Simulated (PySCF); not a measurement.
CH₅F₃Si₂, SMILES C[SiH2][Si](F)(F)F at its B3LYP/def2-SVP optimised geometry (Å):

```
11

Si    -0.5809    -0.7753     0.0000
F      1.0345    -0.7753     0.0000
F     -1.0345     0.7753     0.0000
F     -1.0440    -1.3925    -1.4169
Si    -1.4410    -1.9234     1.8435
C     -0.8150    -1.1299     3.4370
H     -2.9286    -1.8672     1.7467
H     -1.0054    -3.3454     1.7264
H     -1.2175    -1.6613     4.3138
H     -1.1290    -0.0761     3.4985
H      0.2845    -1.1662     3.4863
```

Calculation: B3LYP/def2-TZVP run with PySCF 2.14.0. Cells within 0.4 Å of a nucleus heavier than hydrogen are left out (blank, or x).

Map of the Laplacian of the electron density (e/bohr⁵), clipped to [-1.50, 1.50] on the plane z = 0.0 Å:

```
|00000000000000000000000000000|
|00000000000000000000000000000|
|00000000000000000000000000000|
|00000000000000000000000000000|
|00000000000000000000000000000|
|00000000000000000000000000000|
|00000000000000000000000000000|
|00000000011000000000000000000|
|00000000245310000000000000000|
|00000002675751000000000000000|
|000000147xxx73000000000000000|
|000000153xxx63000000000000000|
|000000147xxx62000000000000000|
|00000002552331000000000000000|
|00000000122221001233100000000|
|00000000016999113777520000000|
|00000000039xx9914xxx741000000|
|00000000069xxx922xxx451000000|
|00000000039xx9914xxx741000000|
|00000000009999214647620000000|
|00000000000221001354200000000|
|00000000000000000111000000000|
|00000000000000000000000000000|
|00000000000000000000000000000|
|00000000000000000000000000000|
|00000000000000000000000000000|
|00000000000000000000000000000|
|00000000000000000000000000000|
|00000000000000000000000000000|
```
Scale: ten equal steps from 0.000 (start of '0') to 1.50 (end of '9'), in the order '0123456789'; x runs from -3.50 to 3.50, y from -3.50 (bottom) to 3.50 (top).
